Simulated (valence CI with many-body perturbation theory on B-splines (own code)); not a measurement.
## Ag40+: electric-dipole lines

Computed by relativistic CI+MBPT: five valence electrons over a frozen Dirac-Fock core [He], radial functions for each j: 9 s, 9 p, 8 d, 6 f, 3 g, 1 h, with the one-electron correlation potential Σ1, the two-electron term Σ2, the three-electron term Σ3, Breit, model QED; selected CI, second order for the rest (own B-spline code, finite nucleus).

The last digits are not significant, and no measured levels were compared; by estimate large intervals hold to a few tenths of a per cent, small ones and those within an open d or f shell to about a per cent. Among the levels kept, up to 1700 cm⁻¹ of a level comes from second order outside the variational space, and about a tenth of that is noise between levels of different J, which matters for small intervals.

Lines 201 to 237 of 237 in falling wavelength, among levels below 3915.3 eV, chosen from the strongest by gf and those to the six lowest levels. Wavelengths and rates use the calculated energies. Electric multipoles are in the length gauge, E1 and E2 with the static RPA response of the core. Weak lines are less certain than strong ones. Lines between different terms over intervals too small for the method are left out, as are lines whose strength nearly cancels. The highest levels of a list are the least certain.

Levels are named by their leading jj configuration (3d3/2^4 stands for four electrons in 3d with j = 3/2), which in mixed levels can hold well under half, so a name can repeat and another be missing. Letters in brackets count levels of one name in rising energy.

```csv
λ vac (Å),Upper,Lower,A (s⁻¹),S (a.u.)
3.426,(2s 2p1/2^2 2p3/2 3p1/2) J=1/2,(2s^2 2p1/2 2p3/2^2) J=1/2,1.06e+12,4.22e-05
3.423,(2s 2p1/2^2 2p3/2 3p1/2) J=3/2 [b],(2s^2 2p1/2 2p3/2^2) J=1/2,1.17e+12,9.24e-05
3.420,(2s 2p1/2^2 2p3/2 3p3/2) J=3/2 [a],(2s^2 2p1/2 2p3/2^2) J=1/2,3.85e+11,3.04e-05
3.412,(2s^2 2p3/2^2 3s) J=1/2,(2s^2 2p1/2 2p3/2^2) J=3/2,2.03e+12,7.94e-05
3.403,(2s 2p1/2^2 2p3/2 3p3/2) J=7/2,(2s^2 2p1/2 2p3/2^2) J=5/2,8.49e+11,1.32e-04
3.400,(2s 2p1/2^2 2p3/2 3p1/2) J=3/2 [b],(2s^2 2p1/2 2p3/2^2) J=5/2,2.94e+11,2.28e-05
3.388,(2s 2p1/2^2 2p3/2 3p3/2) J=5/2 [a],(2s^2 2p1/2 2p3/2^2) J=5/2,2.76e+11,3.18e-05
3.386,(2s 2p1/2^2 2p3/2 3p1/2) J=1/2,(2s^2 2p1/2 2p3/2^2) J=3/2,5.12e+12,1.96e-04
3.383,(2s 2p1/2^2 2p3/2 3p1/2) J=3/2 [b],(2s^2 2p1/2 2p3/2^2) J=3/2,3.25e+12,2.48e-04
3.380,(2s 2p1/2^2 2p3/2 3p3/2) J=3/2 [a],(2s^2 2p1/2 2p3/2^2) J=3/2,1.79e+12,1.36e-04
3.372,(2s 2p1/2^2 2p3/2 3p3/2) J=5/2 [a],(2s^2 2p1/2 2p3/2^2) J=3/2,2.17e+12,2.47e-04
3.368,(2s 2p1/2^2 2p3/2 3p3/2) J=1/2 [a],(2s^2 2p1/2 2p3/2^2) J=3/2,3.61e+11,1.36e-05
3.365,(2s 2p1/2^2 2p3/2 3p3/2) J=3/2 [b],(2s^2 2p1/2 2p3/2^2) J=1/2,1.04e+12,7.82e-05
3.362,(2s 2p1/2^2 2p3/2 3p3/2) J=1/2 [b],(2s^2 2p1/2 2p3/2^2) J=1/2,1.19e+12,4.46e-05
3.334,(2s 2p1/2^2 2p3/2 3p3/2) J=5/2 [b],(2s^2 2p1/2 2p3/2^2) J=3/2,2.34e+12,2.57e-04
3.327,(2s 2p1/2^2 2p3/2 3p3/2) J=3/2 [b],(2s^2 2p1/2 2p3/2^2) J=3/2,8.48e+11,6.16e-05
3.323,(2s 2p1/2^2 2p3/2 3p3/2) J=1/2 [b],(2s^2 2p1/2 2p3/2^2) J=3/2,1.43e+12,5.19e-05
3.318,(2s^2 2p1/2 2p3/2 3d3/2) J=3/2 [a],(2s^2 2p1/2^2 2p3/2) J=3/2,4.34e+13,3.13e-03
3.316,(2s^2 2p1/2 2p3/2 3d3/2) J=5/2 [a],(2s^2 2p1/2^2 2p3/2) J=3/2,2.36e+13,2.54e-03
3.315,(2s^2 2p1/2 2p3/2 3d3/2) J=1/2 [a],(2s^2 2p1/2^2 2p3/2) J=3/2,5.94e+12,2.14e-04
3.302,(2s^2 2p1/2 2p3/2 3d3/2) J=5/2 [b],(2s^2 2p1/2^2 2p3/2) J=3/2,1.67e+14,1.78e-02
3.299,(2s^2 2p1/2 2p3/2 3d5/2) J=3/2 [a],(2s^2 2p1/2^2 2p3/2) J=3/2,6.02e+13,4.27e-03
3.295,(2s^2 2p3/2^2 3s) J=5/2,(2s^2 2p1/2^2 2p3/2) J=3/2,2.47e+13,2.61e-03
3.293,(2s^2 2p1/2 2p3/2 3d3/2) J=3/2 [b],(2s^2 2p1/2^2 2p3/2) J=3/2,1.81e+14,1.28e-02
3.293,(2s^2 2p1/2 2p3/2 3d5/2) J=5/2 [a],(2s^2 2p1/2^2 2p3/2) J=3/2,8.64e+13,9.13e-03
3.291,(2s^2 2p1/2 2p3/2 3d3/2) J=1/2 [b],(2s^2 2p1/2^2 2p3/2) J=3/2,2.76e+14,9.70e-03
3.288,(2s^2 2p3/2^2 3s) J=3/2,(2s^2 2p1/2^2 2p3/2) J=3/2,6.68e+12,4.69e-04
3.281,(2s^2 2p1/2 2p3/2 3d5/2) J=5/2 [b],(2s^2 2p1/2^2 2p3/2) J=3/2,1.50e+13,1.57e-03
3.277,(2s^2 2p1/2 2p3/2 3d5/2) J=3/2 [b],(2s^2 2p1/2^2 2p3/2) J=3/2,4.55e+11,3.16e-05
3.276,(2s^2 2p1/2 2p3/2 3d5/2) J=1/2,(2s^2 2p1/2^2 2p3/2) J=3/2,3.77e+12,1.31e-04
3.237,(2s 2p1/2^2 2p3/2 3p1/2) J=1/2,(2s^2 2p1/2^2 2p3/2) J=3/2,7.29e+12,2.44e-04
3.235,(2s 2p1/2^2 2p3/2 3p1/2) J=3/2 [b],(2s^2 2p1/2^2 2p3/2) J=3/2,1.16e+13,7.74e-04
3.232,(2s 2p1/2^2 2p3/2 3p3/2) J=3/2 [a],(2s^2 2p1/2^2 2p3/2) J=3/2,5.56e+13,3.70e-03
3.224,(2s 2p1/2^2 2p3/2 3p3/2) J=5/2 [a],(2s^2 2p1/2^2 2p3/2) J=3/2,4.72e+13,4.69e-03
3.220,(2s 2p1/2^2 2p3/2 3p3/2) J=1/2 [a],(2s^2 2p1/2^2 2p3/2) J=3/2,9.84e+13,3.24e-03
3.189,(2s 2p1/2^2 2p3/2 3p3/2) J=5/2 [b],(2s^2 2p1/2^2 2p3/2) J=3/2,3.14e+13,3.01e-03
3.183,(2s 2p1/2^2 2p3/2 3p3/2) J=3/2 [b],(2s^2 2p1/2^2 2p3/2) J=3/2,2.95e+13,1.88e-03
```
